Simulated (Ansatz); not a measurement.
Basis sets compared for Tl₆. Charge 0, multiplicity 1. Geometry PBE-D4/def2-SVP. Ansatz on 4 threads of Arm Neoverse V1 on a shared host; times are rough, and most runs start from earlier orbitals.

```csv
atom,x (Å),y (Å),z (Å)
Tl1,-1.599,-0.070,2.453
Tl2,-2.061,-0.026,-1.916
Tl3,1.743,-2.370,-1.960
Tl4,-0.049,-1.091,0.140
Tl5,1.630,1.265,-0.620
Tl6,0.337,2.293,1.903
```

In the def2 sets Tl takes a core potential; there is no spin–orbit coupling. The restricted singlet is unstable towards broken spin symmetry in Hartree–Fock (as tested in another run); at PBE-D4/def2-SVP, PBE-D4/def2-TZVP, PBE0-D4/def2-SVP, PBE0-D4/def2-TZVP this wasn't settled. Another isomer (singlet) lies 0.48 eV lower at PBE0-D4/def2-TZVP; other spin states weren't run for this one.

Binding counts from free atoms (Tl doublet) in the same basis, without a counterpoise term.

```json
{"level": "PBE-D4/def2-SVP", "functions": "156", "energy (Eh)": "-1035.4770", "HOMO (eV)": "-3.66", "LUMO (eV)": "-2.92", "binding per atom (eV)": "1.35", "wall time": "3.2 s"}
{"level": "PBE0-D4/def2-SVP", "functions": "156", "energy (Eh)": "-1035.2390", "HOMO (eV)": "-4.10", "LUMO (eV)": "-2.41", "binding per atom (eV)": "1.22", "wall time": "6.5 s"}
```

Estimate the rows for PBE-D4/def2-TZVP (with forces), PBE0-D4/def2-TZVP.


```tsv
level	functions	energy (Eh)	HOMO (eV)	LUMO (eV)	binding per atom (eV)	wall time
PBE-D4/def2-TZVP (with forces)	300	-1035.5114	-3.65	-2.91	1.36	10 s
PBE0-D4/def2-TZVP	300	-1035.2642	-4.09	-2.39	1.24	25 s
```
